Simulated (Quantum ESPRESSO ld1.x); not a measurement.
Input (ld1.x (Quantum ESPRESSO 7.5)):

```
 &input
    atom='Eu',
    iswitch=1,
    rel=1,
    lsd=1,
    dft='PW',
    config='[Ar] 3d2 4s0 4p0',
    verbosity='high',
    prefix='ld1',
    max_out_wfc=37,
    file_charge='ld1.rho',
 /
```

Command: `OMP_NUM_THREADS=1 ld1.x < ld1.in > ld1.out`

Standard output:

```
     Program LD1 v.7.5 starts

     --------------------------- All-electron run ----------------------------

     scalar relativistic calculation

     atomic number is 63.00
     dft =PW   lsd =1 sic =0 latt =0  beta=0.20 tr2=1.0E-14
     Exchange-correlation= PW
                           (   1   4   0   0   0   0   0)
     mesh =2095 r(mesh) = 100.37019 a.u. xmin = -8.00 dx = 0.00800
     1 Ry =  13.60569312 eV, c = 137.03599908

     n l     nl                  e(Ry)          e(Ha)          e(eV)
     1 0     1S 1( 1.00)   -3737.681665898   -1868.840832949 -50853.7497376
     2 0     2S 1( 1.00)    -764.849214271    -382.424607136 -10406.3036947
     2 1     2P 1( 3.00)    -702.547943431    -351.273971716  -9558.6517225
     3 0     3S 1( 1.00)    -285.101417424    -142.550708712  -3879.0023944
     3 1     3P 1( 3.00)    -265.970935568    -132.985467784  -3618.7189290
     3 2     3D 1( 2.00)    -244.426105371    -122.213052686  -3325.5865809
     4 0     4S 1( 0.00)    -146.029215396     -73.014607698  -1986.8286917
     4 1     4P 1( 0.00)    -138.339368994     -69.169684497  -1882.2030014
     1 0     1S 2( 1.00)   -3737.661454726   -1868.830727363 -50853.4747506
     2 0     2S 2( 1.00)    -764.148526081    -382.074263041 -10396.7703463
     2 1     2P 2( 3.00)    -701.994813683    -350.997406842  -9551.1260089
     3 0     3S 2( 1.00)    -284.352629218    -142.176314609  -3868.8146119
     3 1     3P 2( 3.00)    -265.201770325    -132.600885163  -3608.2539027
     3 2     3D 2( 0.00)    -243.467683211    -121.733841605  -3312.5465831
     4 0     4S 2( 0.00)    -145.772838545     -72.886419273  -1983.3405069
     4 1     4P 2( 0.00)    -138.081695825     -69.040847912  -1878.6971793

     final scf error:  4.5E-16 reached in  21 iterations

     Etot =  -18558.177463 Ry,   -9279.088732 Ha, -252496.867488 eV
     Total magnetization:    2.00 Bohr mag.

     Ekin =   20078.509705 Ry,   10039.254853 Ha,  273182.041419 eV
     Encl =  -41128.648715 Ry,  -20564.324357 Ha, -559583.772978 eV
     Eh   =    2784.669304 Ry,    1392.334652 Ha,   37887.356004 eV
     Exc  =    -292.707758 Ry,    -146.353879 Ha,   -3982.491933 eV

     normalization and overlap integrals

     s(1S/1S) =  1.000000  <r> =   0.0223  <r2> =    0.0007  r(max) =   0.0142
     s(1S/2S) = -0.022248
     s(1S/3S) = -0.010330
     s(1S/4S) = -0.006144
     s(2S/2S) =  1.000000  <r> =   0.0945  <r2> =    0.0105  r(max) =   0.0805
     s(2S/3S) = -0.006506
     s(2S/4S) = -0.003651
     s(2P/2P) =  1.000000  <r> =   0.0832  <r2> =    0.0084  r(max) =   0.0649
     s(2P/3P) = -0.005281
     s(2P/4P) = -0.002878
     s(3S/3S) =  1.000000  <r> =   0.2337  <r2> =    0.0622  r(max) =   0.2189
     s(3S/4S) = -0.002771
     s(3P/3P) =  1.000000  <r> =   0.2286  <r2> =    0.0603  r(max) =   0.2137
     s(3P/4P) = -0.002475
     s(3D/3D) =  1.000000  <r> =   0.2026  <r2> =    0.0475  r(max) =   0.1708
     s(4S/4S) =  1.000000  <r> =   0.4461  <r2> =    0.2238  r(max) =   0.4461
     s(4P/4P) =  1.000000  <r> =   0.4485  <r2> =    0.2279  r(max) =   0.4497
     s(1S/1S) =  1.000000  <r> =   0.0223  <r2> =    0.0007  r(max) =   0.0142
     s(1S/2S) = -0.022262
     s(1S/3S) = -0.010308
     s(1S/4S) = -0.006132
     s(2S/2S) =  1.000000  <r> =   0.0944  <r2> =    0.0105  r(max) =   0.0805
     s(2S/3S) = -0.006499
     s(2S/4S) = -0.003649
     s(2P/2P) =  1.000000  <r> =   0.0831  <r2> =    0.0084  r(max) =   0.0649
     s(2P/3P) = -0.005273
     s(2P/4P) = -0.002877
     s(3S/3S) =  1.000000  <r> =   0.2339  <r2> =    0.0623  r(max) =   0.2207
     s(3S/4S) = -0.002761
     s(3P/3P) =  1.000000  <r> =   0.2289  <r2> =    0.0605  r(max) =   0.2137
     s(3P/4P) = -0.002466
     s(3D/3D) =  1.000000  <r> =   0.2030  <r2> =    0.0477  r(max) =   0.1708
     s(4S/4S) =  1.000000  <r> =   0.4467  <r2> =    0.2244  r(max) =   0.4461
     s(4P/4P) =  1.000000  <r> =   0.4492  <r2> =    0.2286  r(max) =   0.4497

     ------------------------ End of All-electron run ------------------------
```

Run on one thread of a shared host, so times are rough (Intel(R) Xeon(R) Processor @ 2.60GHz): 0.65 s of CPU time, 0.68 s wall, 21 iterations on 2095 mesh points.
